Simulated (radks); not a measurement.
Values are calculated unless marked as measured or tabulated.
The antimony anion Sb3-, [Xe], held by a Watson sphere: a shell of charge +3 at radius R that stands for the Madelung well of a crystal (potential energy -3/R inside, -3/r outside, in hartree with lengths in bohr). Level of theory: scalar-relativistic Kohn-Sham, LDA (Slater exchange, VWN5 correlation), spin-polarised, spherical densities, finite nucleus; Fermi nuclear charge, rms radius of each element as measured or else 0.836 A^(1/3) + 0.57 fm (a radial shooting solver on a logarithmic mesh with Libxc functionals). Response by self-consistent Sternheimer equations with the Hartree and adiabatic LDA kernel, the relativistic mass of each level held fixed and spin-orbit coupling left out. The sphere does not respond.

R (bohr)  e(4d) (eV)  e(5s) (eV)  e(5p) (eV)  <r> 5p (bohr)  sum of <r^2> (bohr^2)  X-ray form factor at sin(theta)/lambda = 0.2 1/angstrom  alpha (bohr^3)
2.4          -33.758     -15.547      -7.357          2.714                  83.10                                                   41.004           45.88
2.58         -33.091     -14.975      -7.089          2.784                  86.09                                                   40.924           50.70
3.78         -31.057     -12.082      -5.208          3.257                  108.1                                                   40.739           105.7
4.67         -30.413     -10.826      -4.077          3.590                  125.9                                                   40.794           182.6
5.09         -30.193     -10.415      -3.647          3.741                  134.8                                                   40.827           234.3
5.3          -30.097     -10.243      -3.455          3.815                  139.5                                                   40.842           264.7
5.53         -30.001     -10.075      -3.261          3.896                  144.6                                                   40.856           302.1
5.73         -29.926      -9.946      -3.105          3.965                  149.3                                                   40.866           338.2

Estimate the row for R = 4.4 bohr.

Answer. e(4d) (eV) -30.578; e(5s) (eV) -11.145; e(5p) (eV) -4.388; <r> 5p (bohr) 3.491; sum of <r^2> (bohr^2) 120.4; X-ray form factor at sin(theta)/lambda = 0.2 1/angstrom 40.773; alpha (bohr^3) 155.0.
